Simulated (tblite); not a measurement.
Compound: CH7NSSi2.
SMILES with atom numbers: `[CH2:1]=[N:2][SiH2:3][S:4][SiH3:5]` (hydrogens: H6, H7 on C1; H8, H9 on Si3; H10, H11, H12 on Si5)

A start from a force field or distance geometry was refined with tblite 0.8.0, GFN2-xTB geometry optimisation, gas phase. Values at the start:

```
   coordinate    start
        C1=N2  1.271 Å
        C1–H6  1.096 Å
        C1–H7  1.104 Å
       N2–Si3  1.787 Å
       Si3–S4  2.119 Å
       Si3–H8  1.468 Å
       S4–Si5  2.125 Å
      Si5–H10  1.472 Å
    C1–N2–Si3   122.6°
    N2–Si3–S4   112.9°
   Si3–S4–Si5   113.9°
 C1–N2–Si3–S4    -166°
N2–Si3–S4–Si5     -15°
```

Task: How do these coordinates change at the GFN2-xTB level?

Result: 
```
   coordinate  GFN2-xTB (Å or °)  change
       N2–Si3              1.717  -0.070
       Si3–S4              2.152  +0.033
        C1=N2              1.248  -0.023
      Si5–H10              1.453  -0.019
       S4–Si5              2.143  +0.018
        C1–H7              1.088  -0.016
       Si3–H8              1.456  -0.012
        C1–H6              1.093  -0.003
    C1–N2–Si3              135.5   +12.9
   Si3–S4–Si5              103.7   -10.2
    N2–Si3–S4              104.6    -8.3
 C1–N2–Si3–S4               -111     +55
N2–Si3–S4–Si5                -50     -35
```

The energy falls by 8.0 kcal/mol over 105 L-BFGS steps, the largest force on an atom goes from 1.53 to 0.010 eV/Å, and the atoms move by 0.577 Å rms after alignment. The bond that changes most is N2–Si3 (C=N nitrogen to SiH2 silicon), which shortens by 0.070 Å. Bonds longer at the end by more than 0.005 Å: 2 of 11; shorter: 7. Among the dihedrals that turn most is C1–N2–Si3–H9, from 70° to 134°. Rotational constants go from 4262, 1333, 1044 to 3717, 1527, 1225 MHz.

On one thread of an Intel Xeon at 2.50 GHz (shared host), this took 1.9 s wall.

Its GFN2-xTB frequencies are all real (lowest 27 cm⁻¹). One conformer, not necessarily the lowest. 3 starts were optimised and ended at 0.00, 1.38 and 1.40 kcal/mol (GFN2-xTB); the lowest of these is shown.

The numbers are calculated, not measured.
